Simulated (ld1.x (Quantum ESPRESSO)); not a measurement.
**Ni, PAW: configuration errors across variants**

```
Element                 : nickel
Generator               : ld1.x (Quantum ESPRESSO) 7.5
Type                    : PAW
Functional              : BP86
Relativity              : scalar-relativistic
Frozen core             : [Ne]
Valence charge          : 18
Reference configuration : 3s2 3p6 3d8.5 4s1.5 4p0
Partial waves           : 3s (bound): rcut 1.15, rcutus 1.25 bohr; 4s (bound): rcut 1.15, rcutus 1.25 bohr; 3p (bound): rcut 1.15, rcutus 1.50 bohr; 4p (bound, empty): rcut 1.15, rcutus 1.50 bohr; 3d (bound): rcut 1.15, rcutus 1.60 bohr; 3d channel at 0.1 Ry: rcut 1.15, rcutus 1.60 bohr
Local potential         : all-electron potential smoothed inside 1.15 bohr (lloc = -1)
Core correction         : a·sin(br)/r model core, default radius (core density twice the valence density)
Augmentation charge     : BESSEL, radius 1.25 bohr
```

All-electron excitation energies from the reference (eV): (1) 3s2 3p6 3d8 4s2 4p0 1.168; (2) 3s2 3p6 3d8 4s1 4p0 10.686; (3) 3s2 3p6 3d8 4s0 4p0 28.131.

The overlap operator is not positive definite (basis up to 400 Ry) in “base”, “wave 3d channel at 0.1 Ry: rcut 1.15, rcutus 1.60 bohr becomes 3d channel at -0.37 Ry: rcut 1.15, rcutus 1.60 bohr”, “wave 3d channel at 0.1 Ry: rcut 1.15, rcutus 1.60 bohr becomes 3d channel at -0.24 Ry: rcut 1.15, rcutus 1.60 bohr”, “wave 3d channel at 0.1 Ry: rcut 1.15, rcutus 1.60 bohr becomes 3d channel at 0.61 Ry: rcut 1.15, rcutus 1.60 bohr”, “wave 3d channel at 0.1 Ry: rcut 1.15, rcutus 1.60 bohr becomes 3d channel at 2.38 Ry: rcut 1.15, rcutus 1.60 bohr”, “wave 3d channel at 0.1 Ry: rcut 1.15, rcutus 1.60 bohr becomes 3d channel at 4.27 Ry: rcut 1.15, rcutus 1.60 bohr”. Such files are unfit for use, however small their errors in these radial tests.

Tests that are not counted but printed errors over 1 eV. “wave 3d channel at 0.1 Ry: rcut 1.15, rcutus 1.60 bohr becomes 3d channel at 0.61 Ry: rcut 1.15, rcutus 1.60 bohr”: 3s2 3p5 3d8 4s2 4p0 (solver errors, printed error -3652 eV). “wave 3d channel at 0.1 Ry: rcut 1.15, rcutus 1.60 bohr becomes 3d channel at 2.38 Ry: rcut 1.15, rcutus 1.60 bohr”: 3s2 3p5 3d8 4s2 4p0 (solver errors, printed error -3325 eV).

Errors AE − PS in meV (a dash: test not solved or not reliable):

| change | (1) | (2) | (3) | bound ghosts |
| --- | --- | --- | --- | --- |
| base | +22 | +2.5 | +6.0 | not determined (overlap not positive) |
| wave 3d channel at 0.1 Ry: rcut 1.15, rcutus 1.60 bohr becomes 3d channel at -0.37 Ry: rcut 1.15, rcutus 1.60 bohr | +24 | +3.5 | +5.1 | not determined (overlap not positive) |
| wave 3d channel at 0.1 Ry: rcut 1.15, rcutus 1.60 bohr becomes 3d channel at -0.24 Ry: rcut 1.15, rcutus 1.60 bohr | +23 | +3.2 | +5.0 | not determined (overlap not positive) |
| wave 3d channel at 0.1 Ry: rcut 1.15, rcutus 1.60 bohr becomes 3d channel at 0.61 Ry: rcut 1.15, rcutus 1.60 bohr | +15 | +0.4 | +12 | not determined (overlap not positive) |
| wave 3d channel at 0.1 Ry: rcut 1.15, rcutus 1.60 bohr becomes 3d channel at 2.38 Ry: rcut 1.15, rcutus 1.60 bohr | +6.5 | +0.4 | +33 | not determined (overlap not positive) |
| wave 3d channel at 0.1 Ry: rcut 1.15, rcutus 1.60 bohr becomes 3d channel at 4.27 Ry: rcut 1.15, rcutus 1.60 bohr | +25 | +4.6 | +7.6 | not determined (overlap not positive) |

(1) Give the same row for: wave 3d channel at 0.1 Ry: rcut 1.15, rcutus 1.60 bohr becomes 3d channel at 0.04 Ry: rcut 1.15, rcutus 1.60 bohr.

Answers

(1) +22, +2.7, +5.7; bound ghosts: not determined (overlap not positive). Not counted: 3s2 3p5 3d8 4s2 4p0 (solver errors, printed error -3954 eV). Its overlap operator is not positive definite in a basis up to 400 Ry (lowest eigenvalue p -1.83), so the file is unfit for use: the generalised eigenproblem breaks down once the basis is large enough, and its test numbers describe a broken file.
